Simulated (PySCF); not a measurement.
Spectroscopy problems

PySCF 2.14 calculation with PBE0/pcSseg-1 with gauge-including orbitals and geometry from GFN2-xTB; a single conformation, relativity neglected, gas phase, averaged over atoms made equivalent by symmetry, fast rotation or ring inversion.

Scale: ¹H (σref 31.72), ¹³C (σref 186.93) vs TMS (reference shieldings calculated alike). Splittings of carbon signals by F and P are missing where no couplings were computed. Where no couplings were computed, multiplicities follow the n + 1 count of equivalent neighbours, and m marks all less simple cases (inequivalent or close neighbours, rings, F or P nearby). Shifts are as computed. Against solution values, carbons near 30 ppm lie about +3 ppm off and those near 130 ppm about +5 ppm; carbons on Cl a further +6 ppm. Of 1211 compounds with measured shifts, 218 miss one by over three times the rms of a fit or turn the order of signals round; such compounds aren't used in these exercises. Carbons bonded to Cl come out too deshielded.

(1) C₆H₉ClO. ¹H NMR (400 MHz, computed): δ 7.74 (t, 1H), 2.40 (m, 2H), 2.00 (s, 3H), 1.19 (t, 3H). ¹³C{¹H} NMR (computed): δ 176.4, 168.3, 135.6, 28.8, 14.9, 13.7. Give a structure.

(2) C₈H₁₀P₂. ¹H NMR (600 MHz, computed): δ 9.59 (m, 1H), 9.54 (m, 1H), 7.89 (m, 1H), 7.70 (m, 1H), 5.78 (m, 1H), 3.21 (m, 2H), 1.86 (t, 3H). ¹³C{¹H} NMR (computed): δ 182.3, 173.8, 165.8, 164.0, 142.1, 123.7, 33.6, 17.5. What is it?

## Answers

(1) `CC/C=C(\C)C(=O)Cl`. The formula gives 2 degrees of unsaturation (no ring in the answer). 6 carbon signals for 6 carbons: no two carbons are equivalent. Carbon types of the structure: 2 × C, 1 × CH, 1 × CH2, 2 × CH3, which accounts for all hydrogens. δC 176.4: carbonyl carbon. δC 168.3: β carbon of a C=C–C=O unit; conjugation with the carbonyl draws π density from the β position. δC 135.6: α carbon of a C=C–C=O unit; as expected for a trigonal carbon in a double bond. δC 13.7: allylic methyl carbon; aliphatic region, no heteroatom directly attached.

This is the structure that produced the data.

(2) SMILES C=Cc1pccpc1CC. 8 carbon signals for 8 carbons: no two carbons are equivalent. Carbon types of the structure: 2 × C, 3 × CH, 2 × CH2, 1 × CH3, which accounts for all hydrogens. δC 182.3, 173.8: substituted aromatic carbon. δC 142.1: alkene CH; as expected for a trigonal carbon in a double bond. δC 123.7: terminal =CH2 carbon; as expected for a trigonal carbon in a double bond. δH 9.59, 9.54: hydrogen on an aromatic CH; ring-current deshielding.

The shifts were computed for this structure.
